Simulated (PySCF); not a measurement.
# Spinor energies of Cr⁵⁺ (chromium, charge +5)

Start: [Ar] 3d1; 3d3/2 filled at m_j = +3/2. Calculated with PySCF 2.14 in an uncontracted even-tempered set (18 s from 0.2 bohr⁻², ratio 2.8; 12 p from 0.26 bohr⁻², ratio 2.8; 9 d from 0.26 bohr⁻², ratio 2.8; 4 f from 0.72 bohr⁻², ratio 3): generalised Hartree-Fock with the X2C-1e Hamiltonian and a Gaussian nucleus; one run each with spin-orbit coupling (SO) switched off, then screened by Boettger's factors.

```json
{"spinor shell": "1s1/2", "electrons": "2", "ε, spin-free (eV)": "-6130.6", "ε, screened SO (eV)": "-6130.6", "weight of nominal j (screened SO)": "1.000", "rms radius, screened SO (bohr)": "0.0734"}
{"spinor shell": "2s1/2", "electrons": "2", "ε, spin-free (eV)": "-814.47", "ε, screened SO (eV)": "-814.44", "weight of nominal j (screened SO)": "1.000", "rms radius, screened SO (bohr)": "0.316"}
{"spinor shell": "2p1/2", "electrons": "2", "ε, spin-free (eV)": "-695.45", "ε, screened SO (eV)": "-701.79", "weight of nominal j (screened SO)": "1.000", "rms radius, screened SO (bohr)": "0.285"}
{"spinor shell": "2p3/2", "electrons": "4", "ε, spin-free (eV)": "-695.45", "ε, screened SO (eV)": "-692.29", "weight of nominal j (screened SO)": "1.000", "rms radius, screened SO (bohr)": "0.288"}
{"spinor shell": "3s1/2", "electrons": "2", "ε, spin-free (eV)": "-174.34", "ε, screened SO (eV)": "-174.33", "weight of nominal j (screened SO)": "1.000", "rms radius, screened SO (bohr)": "0.921"}
{"spinor shell": "3p1/2", "electrons": "2", "ε, spin-free (eV)": "-137.40", "ε, screened SO (eV)": "-139.26", "weight of nominal j (screened SO)": "0.822", "rms radius, screened SO (bohr)": "0.965"}
{"spinor shell": "3d3/2", "electrons": "1", "ε, spin-free (eV)": "-90.945", "ε, screened SO (eV)": "-91.012", "weight of nominal j (screened SO)": "0.977", "rms radius, screened SO (bohr)": "1.04"}
```

Problem. Where does 3p3/2 lie, and what is the 3p spin-orbit splitting (screened SO)?

Solution. At -136.46 eV, 2.805 eV above 3p1/2.

```csv
quantity,spin-free,screened SO
E (hartree),-1043.46644,-1043.48120
M_J,3/2,3/2
⟨J²⟩,4.374,3.869
⟨L²⟩,6.007,6.006
⟨S²⟩,0.752,0.752
```

Each row is a mean over spinors that exchange with the open shell spreads, by up to 5.996 eV (3p1/2).

Rows whose weight is well below 1 are mixtures of j = l ± 1/2: exchange outweighs spin-orbit coupling there, and the label is only the starting occupation.

⟨J²⟩ departs a little from M_J(M_J + 1) because the unrestricted spinors polarise the closed shells.

Without spin-orbit coupling the j labels of p, d and f shells carry no meaning; the spin-free column gives the mean over the occupied spinors of each nl shell, and its ⟨J²⟩ belongs to a mixture of degenerate components.
